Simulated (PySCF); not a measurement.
## NMR problem set

Non-relativistic Hamiltonian, averaged over atoms made equivalent by symmetry, fast rotation or ring inversion, one computed conformer, gas phase. Geometry from PBE0-D3(BJ)/def2-SVP; couplings computed with B3LYP/pcJ-1 (spin–dipole term left out of most H,H and C,H couplings); NMR shieldings at PBE0/pcSseg-1/GIAO; PySCF 2.14.

δ = σ(ref) − σ, references computed at the same level: TMS for ¹H (σ = 31.27 ppm) and ¹³C (σ = 184.41 ppm). Multiplet labels drop J under 1 Hz and among equivalent protons, and merge close values. Unscaled 3J(H,H) run several per cent high. Splittings of carbon signals by F and P are missing where no couplings were computed. Where no couplings were computed, multiplicities follow the n + 1 count of equivalent neighbours, and m marks all less simple cases (inequivalent or close neighbours, rings, F or P nearby). One-bond C–F couplings are unscaled and too large by tens of Hz. Shifts are as computed. Against solution values, carbons near 30 ppm lie about +2 ppm off and those near 130 ppm about +5 ppm. Of 1309 compounds with measured shifts, 239 miss one by over three times the rms of a fit or turn the order of signals round; such compounds aren't used in these exercises.

Problem. C7H10NP. ¹H NMR (400 MHz, computed): δ 7.96 (m, 1H), 7.19 (m, 1H), 3.16 (m, 1H), 2.42 (m, 3H), 0.96 (m, 2H), 0.84 (m, 2H). ¹³C{¹H} NMR (computed): δ 161.4, 151.1, 133.7, 32.9, 17.3, 8.6. Give a structure.

Solution. `C1(n2cc(C)pc2)CC1`. 6 carbon signals for 7 carbons: some carbons are equivalent by symmetry or fast rotation. Carbon types of the structure: 1 × C, 3 × CH, 2 × CH2, 1 × CH3, which accounts for all hydrogens. δC 161.4, 133.7: aromatic CH next to a ring nitrogen. δC 151.1: substituted aromatic carbon. δC 17.3: methyl carbon on an aromatic ring; saturated and bonded to C and H only. δH 7.96, 7.19: hydrogen on an aromatic CH next to a ring nitrogen; it sits in the deshielding region of the aromatic ring current.

This is the structure that produced the data.

Problem. C3H5F3O. ¹H NMR (600 MHz, computed): δ 3.49 (q, J = 9.3 Hz, 2H), 3.43 (q, J = 1.6 Hz, 3H). ¹³C{¹H} NMR (computed): δ 129.8 (C, q, J = 350.6 Hz), 71.9 (CH2, q, J = 35.3 Hz), 60.0 (CH3). Give a structure.

Solution. `COCC(F)(F)F`. The formula gives 0 degrees of unsaturation. 3 carbon signals for 3 carbons: no two carbons are equivalent. Carbon types of the structure: 1 × C, 1 × CH2, 1 × CH3, which accounts for all hydrogens. δC 129.8: CF3 carbon; 3 electronegative neighbours deshield it. δC 71.9: sp3 CH2 bonded to O; deshielded by the electronegative neighbour. δC 60.0: methyl carbon bonded to O; pulled downfield by the heteroatom. δH 3.49: hydrogen on an sp3 CH2 bonded to O; its carbon carries O, hence the downfield position.

This is the structure that produced the data.
